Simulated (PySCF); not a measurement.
PySCF input for trans-(1R,2R)-1-bromo-2-fluorocyclopropane (C3H4BrF), SMILES F[C@@H]1C[C@H]1Br, TDDFT-CAM-B3LYP/def2-SVPD. Coordinates come from a PBE0-D3(BJ)/def2-SVP optimisation.

```python
import numpy as np
from pyscf import gto, scf, dft, tdscf

mol = gto.M(
    atom='''
    F    -1.51618402    2.20406512    0.67987656
    C    -1.14679735    1.13477403   -0.06052531
    C    -1.75867524   -0.19013372    0.24707618
    C    -0.32506095    0.08963159    0.60099126
    Br    1.09951384   -0.75944877   -0.33981324
    H    -0.93319607    1.39570480   -1.10226889
    H    -2.46022845   -0.24089792    1.08442142
    H    -1.97496441   -0.86063666   -0.58841332
    H    -0.08573820    0.24431912    1.65558232
    ''',
    basis='def2-SVPD',
    charge=0,
    spin=0,
    max_memory=1600,
    verbose=4,
)
mf = dft.RKS(mol, xc='cam-b3lyp').density_fit(auxbasis='def2-universal-jkfit')
mf.grids.level = 3
mf.conv_tol = 1e-9
mf.max_cycle = 100
mf.kernel()
mf.grids = dft.Grids(mol).set(level=1).build(with_non0tab=True)  # coarser grid for the response kernel
td = tdscf.TDDFT(mf)
td.singlet = True
td.nstates = 10
td.conv_tol = 1e-4
td.positive_eig_threshold = 1e-6
td.kernel(x0=td.get_init_guess(mf, 15))
td.analyze()
tt = tdscf.TDA(mf)
tt.singlet = False
tt.nstates = 4
tt.conv_tol = 1e-4
tt.positive_eig_threshold = 1e-6
tt.kernel(x0=tt.get_init_guess(mf, 9))
tt.analyze(verbose=3)
```

It prints:

```
PySCF version 2.14.0

[INPUT] verbose = 4
[INPUT] num. atoms = 9
[INPUT] num. electrons = 66
[INPUT] charge = 0
[INPUT] spin (= nelec alpha-beta = 2S) = 0
[INPUT] symmetry False subgroup None
[INPUT] Mole.unit = angstrom
[INPUT] Symbol           X                Y                Z      unit          X                Y                Z       unit  Magmom
[INPUT]  1 F     -1.516184020000   2.204065120000   0.679876560000 AA   -2.865172552242   4.165079437507   1.284780496911 Bohr   0.0
[INPUT]  2 C     -1.146797350000   1.134774030000  -0.060525310000 AA   -2.167132911877   2.144412129969  -0.114376259504 Bohr   0.0
[INPUT]  3 C     -1.758675240000  -0.190133720000   0.247076180000 AA   -3.323414545654  -0.359300657845   0.466906312104 Bohr   0.0
[INPUT]  4 C     -0.325060950000   0.089631590000   0.600991260000 AA   -0.614276169291   0.169379157209   1.135708884657 Bohr   0.0
[INPUT]  5 Br     1.099513840000  -0.759448770000  -0.339813240000 AA    2.077780027769  -1.435150180938  -0.642153957101 Bohr   0.0
[INPUT]  6 H     -0.933196070000   1.395704800000  -1.102268890000 AA   -1.763484992820   2.637499822741  -2.082986317728 Bohr   0.0
[INPUT]  7 H     -2.460228450000  -0.240897920000   1.084421420000 AA   -4.649157974363  -0.455231092777   2.049259487412 Bohr   0.0
[INPUT]  8 H     -1.974964410000  -0.860636660000  -0.588413320000 AA   -3.732141840663  -1.626367580160  -1.111940022846 Bohr   0.0
[INPUT]  9 H     -0.085738200000   0.244319120000   1.655582320000 AA   -0.162021716413   0.461696223795   3.128597161472 Bohr   0.0

nuclear repulsion = 312.795728746518
number of shells = 64
number of NR pGTOs = 246
number of NR cGTOs = 156
basis = def2-SVPD
ecp = {}


[settings echo left out]
init E= -2789.93046795157
  HOMO = -0.297211292381228  LUMO = -0.0378493758757852  gap/eV = 7.05760
cycle= 1 E= -2790.21265051092  delta_E= -0.282  |g|= 0.476  |ddm|= 4.01
  HOMO = -0.336584615979476  LUMO = 0.00784941239695591  gap/eV = 9.37253
cycle= 2 E= -2790.20366772934  delta_E= 0.00898  |g|= 0.569  |ddm|= 1.21
  HOMO = -0.333987781049824  LUMO = 0.02269142681034  gap/eV = 9.70574
cycle= 3 E= -2790.25858856906  delta_E= -0.0549  |g|= 0.0541  |ddm|= 0.518
  HOMO = -0.338205889420808  LUMO = 0.0204733830444122  gap/eV = 9.76016
cycle= 4 E= -2790.25905164216  delta_E= -0.000463  |g|= 0.0178  |ddm|= 0.0773
  HOMO = -0.338584550659855  LUMO = 0.0209186084023303  gap/eV = 9.78258
cycle= 5 E= -2790.25911770122  delta_E= -6.61e-05  |g|= 0.00633  |ddm|= 0.0342
  HOMO = -0.338216884170517  LUMO = 0.0212199043428898  gap/eV = 9.78077
cycle= 6 E= -2790.25912800413  delta_E= -1.03e-05  |g|= 0.000785  |ddm|= 0.011
  HOMO = -0.338253049592935  LUMO = 0.0211687683281703  gap/eV = 9.78037
cycle= 7 E= -2790.25912826062  delta_E= -2.56e-07  |g|= 0.000325  |ddm|= 0.00257
  HOMO = -0.338274193309625  LUMO = 0.0211678630340888  gap/eV = 9.78092
cycle= 8 E= -2790.25912828975  delta_E= -2.91e-08  |g|= 0.000127  |ddm|= 0.000984
  HOMO = -0.338273386745501  LUMO = 0.0211653068043534  gap/eV = 9.78083
cycle= 9 E= -2790.2591282947  delta_E= -4.95e-09  |g|= 3.46e-05  |ddm|= 0.000276
  HOMO = -0.33826976671162  LUMO = 0.0211687816411921  gap/eV = 9.78082
cycle= 10 E= -2790.25912829511  delta_E= -4.05e-10  |g|= 9.44e-06  |ddm|= 8.01e-05
  HOMO = -0.338272594829743  LUMO = 0.0211665692625038  gap/eV = 9.78084
Extra cycle  E= -2790.25912829512  delta_E= -1.77e-11  |g|= 7.6e-06  |ddm|= 2.82e-05
converged SCF energy = -2790.25912829512
tot grids = 38064
Overwritten attributes  positive_eig_threshold  of <class 'pyscf.tdscf.rks.TDDFT'>


******** <class 'pyscf.tdscf.rks.TDDFT'> for <class 'pyscf.df.df_jk.DFRKS'> ********
nstates = 10 singlet
deg_eia_thresh = 1.000e-03
wfnsym = None
conv_tol = 0.0001
eigh lindep = 1e-12
eigh level_shift = 0
eigh max_cycle = 100


Excitation energies (eV)
[5.93703745 6.24842066 7.65927887 7.70951102 7.89589344 7.97388289
 8.24347375 8.37790167 8.41921815 8.61988881]

** Singlet excitation energies and oscillator strengths **
Excited State   1:      5.93704 eV    208.83 nm  f=0.0001
      33 -> 34        0.67895
      33 -> 38       -0.10273
      33 -> 40       -0.11527
Excited State   2:      6.24842 eV    198.42 nm  f=0.0028
      32 -> 34       -0.67468
      32 -> 38        0.10170
      32 -> 40        0.10804
Excited State   3:      7.65928 eV    161.87 nm  f=0.0533
      31 -> 34        0.11361
      33 -> 35       -0.58600
      33 -> 36        0.25041
      33 -> 37        0.13569
      33 -> 38       -0.15290
Excited State   4:      7.70951 eV    160.82 nm  f=0.0503
      30 -> 34       -0.10671
      31 -> 34       -0.48855
      32 -> 36        0.18431
      33 -> 35       -0.23824
      33 -> 36       -0.31897
      33 -> 37        0.11222
Excited State   5:      7.89589 eV    157.02 nm  f=0.0234
      30 -> 34        0.14466
      31 -> 34       -0.30422
      32 -> 35        0.22923
      32 -> 36        0.16229
      33 -> 35        0.11696
      33 -> 36        0.50814
Excited State   6:      7.97388 eV    155.49 nm  f=0.0717
      32 -> 35        0.57921
      32 -> 36       -0.21301
      32 -> 37       -0.15568
      32 -> 38        0.16156
      33 -> 36       -0.11824
Excited State   7:      8.24347 eV    150.40 nm  f=0.0159
      30 -> 34        0.30692
      31 -> 34        0.18220
      32 -> 36        0.48528
      33 -> 36       -0.14685
      33 -> 37       -0.24098
Excited State   8:      8.37790 eV    147.99 nm  f=0.0087
      30 -> 34       -0.50489
      30 -> 40        0.10285
      32 -> 36        0.20658
      33 -> 36        0.14539
      33 -> 37       -0.31071
      33 -> 39       -0.15278
Excited State   9:      8.41922 eV    147.26 nm  f=0.0213
      30 -> 34        0.15990
      31 -> 34       -0.18931
      32 -> 36       -0.28602
      32 -> 37        0.10855
      33 -> 37       -0.51754
Excited State  10:      8.61989 eV    143.84 nm  f=0.0251
      30 -> 35        0.11866
      31 -> 35        0.13229
      32 -> 38       -0.12503
      33 -> 35       -0.16174
      33 -> 38        0.60405

** Transition electric dipole moments (AU) **
state          X           Y           Z        Dip. S.      Osc.
  1         0.0031      0.0317      0.0022      0.0010      0.0001
  2        -0.1277      0.0451     -0.0135      0.0185      0.0028
  3        -0.1367     -0.5123      0.0548      0.2842      0.0533
  4        -0.4348     -0.0626      0.2704      0.2661      0.0503
  5        -0.0030      0.3355      0.0919      0.1210      0.0234
  6         0.4322     -0.1930      0.3780      0.3669      0.0717
  7         0.1962      0.0002      0.2003      0.0786      0.0159
  8         0.1961     -0.0581      0.0228      0.0423      0.0087
  9        -0.2644     -0.0275     -0.1806      0.1033      0.0213
 10        -0.2555      0.2250     -0.0531      0.1187      0.0251

** Transition velocity dipole moments (imaginary part, AU) **
state          X           Y           Z        Dip. S.      Osc.
  1         0.0030      0.0140     -0.0016      0.0002      0.0006
  2        -0.0325      0.0094     -0.0081      0.0012      0.0035
  3        -0.0369     -0.1398      0.0130      0.0211      0.0499
  4        -0.1233     -0.0186      0.0798      0.0219      0.0516
  5        -0.0004      0.0999      0.0266      0.0107      0.0245
  6         0.1276     -0.0590      0.1083      0.0315      0.0717
  7         0.0608     -0.0005      0.0629      0.0077      0.0168
  8         0.0593     -0.0167      0.0045      0.0038      0.0083
  9        -0.0845     -0.0114     -0.0571      0.0105      0.0227
 10        -0.0791      0.0711     -0.0153      0.0116      0.0243

** Transition magnetic dipole moments (imaginary part, AU) **
state          X           Y           Z
  1         0.1992      0.0199      0.1975
  2         0.1306      0.4769     -0.1990
  3         0.3959     -0.0544      0.6813
  4         0.0396      0.3319     -0.0193
  5         0.1594      0.2053     -0.3665
  6         0.3821      0.7991     -0.3159
  7         0.0605      0.1600      0.3150
  8        -0.1504     -0.0008     -0.6199
  9        -0.1702     -0.1559     -0.1097
 10        -0.0852      0.1089     -0.3058
Overwritten attributes  positive_eig_threshold  of <class 'pyscf.tdscf.rks.TDA'>


******** <class 'pyscf.tdscf.rks.TDA'> for <class 'pyscf.df.df_jk.DFRKS'> ********
nstates = 4 triplet
deg_eia_thresh = 1.000e-03
wfnsym = None
conv_tol = 0.0001
eigh lindep = 1e-12
eigh level_shift = 0
eigh max_cycle = 100


Excitation energies (eV)
[5.30339419 5.62889805 7.14376482 7.47907683]

** Triplet excitation energies and oscillator strengths **
Excited State   1:      5.30339 eV    233.78 nm  f=0.0000
Excited State   2:      5.62890 eV    220.26 nm  f=0.0000
Excited State   3:      7.14376 eV    173.56 nm  f=0.0000
Excited State   4:      7.47908 eV    165.77 nm  f=0.0000
```

The run converged.

Cost: very roughly 6 core-minutes.
